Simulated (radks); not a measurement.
The holmium ion Ho45+, 22 electrons, occupied as [Ar] 3d4.

Method: Dirac Kohn-Sham, BLYP, spin-unpolarised, spherical densities, finite nucleus; open shells fill j = l - 1/2 first; Fermi nuclear charge, rms radius 5.2022 fm; computed with a radial shooting solver on a logarithmic mesh with Libxc functionals.

Energy parts (hartree):
part                       energy
total                 -10950.4665
kinetic                12197.0795
electron-nucleus      -24693.2478
Hartree                 1724.6498
exchange-correlation    -178.9480

Orbitals (lengths in bohr, moments of r in powers of bohr; <r^-3> diverges for s and p1/2; r(90%) holds 90 % of the orbital's charge):
\begin{tabular}{lrrrrrr}
orbital & occ. & eigenvalue (hartree) & <r^2> & <r^-3> & r(90%) & <1/r> \\ \hline
1s1/2 & 2 & -2133.732 & 0.0005881 & - & 0.0376 & 76.04 \\
2s1/2 & 2 & -434.9775 & 0.008993 & - & 0.135 & 18.36 \\
2p1/2 & 2 & -419.3470 & 0.006489 & - & 0.120 & 18.31 \\
2p3/2 & 4 & -387.4967 & 0.007674 & 11730 & 0.129 & 15.97 \\
3s1/2 & 2 & -159.6268 & 0.05417 & - & 0.318 & 7.111 \\
3p1/2 & 2 & -153.3437 & 0.04937 & - & 0.308 & 7.036 \\
3p3/2 & 4 & -145.7538 & 0.05475 & 2914 & 0.323 & 6.429 \\
3d3/2 & 4 & -135.9963 & 0.04140 & 506.7 & 0.290 & 6.306 \\
3d5/2 & 0 & -134.2456 & 0.04283 & 445.7 & 0.294 & 6.157 \\
\end{tabular}

The highest occupied level is 3d3/2 at -3700.6 eV. The electron density at the nucleus is 8.037e+05 e/bohr^3. Summed over all electrons, <r^2> = 0.6545 bohr^2, which gives a Langevin (diamagnetic) susceptibility term of -0.518 x 10^-6 cm^3/mol.
